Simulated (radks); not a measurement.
Spherical quantum dot in the effective-mass picture: electrons in a hard-walled sphere of radius 5.17, with a point charge +1 (a donor) at the centre, all in effective atomic units (hartree* = m*/eps^2 hartree, bohr* = eps/m* bohr), one dielectric constant everywhere. Method: non-relativistic Kohn-Sham, LDA (Slater exchange, Perdew-Wang correlation), spin-polarised, spherical densities; computed with a radial shooting solver with Libxc functionals. Levels are named by radial order and angular momentum (1s, 1p, 1d, 2s, ...), and open shells are averaged over m. Results are scaled to m* = 0.21 and eps = 8.5, for which hartree* = 79.09 meV and bohr* = 2.142 nm.

N = 12, configuration 1s2 1p6 1d(up 4, down 0). This is the lowest configuration that the search found. Occupied and some empty levels:

level,occupation,eigenvalue (meV),<r> (nm)
1s up,1,218.90,6.146
1s down,1,221.52,5.778
1p up,3,230.67,7.428
1p down,3,234.52,7.386
1d up,4,245.40,7.792
2s up,0,246.86,4.488
2s down,0,247.77,4.765
1d down,0,249.45,7.779
1f up,0,264.75,8.051
1f down,0,268.88,8.049
2p up,0,292.59,5.554
2p down,0,294.40,5.531

Energy (meV): total 1387.48, kinetic 454.67, external -316.49, Hartree 1509.5, exchange-correlation -260.22.

Electron density:

r (nm),n(r) (e/nm^3)
0.577,0.008761
1.13,0.005552
1.68,0.003769
2.23,0.002812
2.78,0.002346
3.34,0.002190
3.89,0.002244
4.44,0.002450
4.99,0.002763
5.54,0.003136
6.10,0.003511
6.65,0.003807
7.20,0.003925
7.75,0.003778
8.30,0.003312
8.85,0.002560
9.41,0.001650
9.96,0.0007926
10.5,0.0002045
11.1,4.321e-07
